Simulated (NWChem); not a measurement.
# Correlation energy of Ge

```
Ge
```
Charge 0, spin multiplicity 3.

Program: NWChem.

Basis set: def2-SVP. Each correlation energy counts from its own Hartree-Fock reference.

The Hamiltonian is non-relativistic. The correlated methods keep 9 core orbitals frozen. No SCF solution was tested for a lower state. Open-shell Hartree-Fock references start from PBE0 orbitals. Coupled-cluster values serve here as a point of comparison, not as the truth.

### Question
For the correlation energy, CCSDT on ROHF gives -184.6 mHa and UMP2 gives -171.4 mHa. What do CCSD[T] on UHF, CCSD on UHF give?

### Answer
CCSD[T] on UHF: -181.7 mHa; CCSD on UHF: -176.6 mHa.
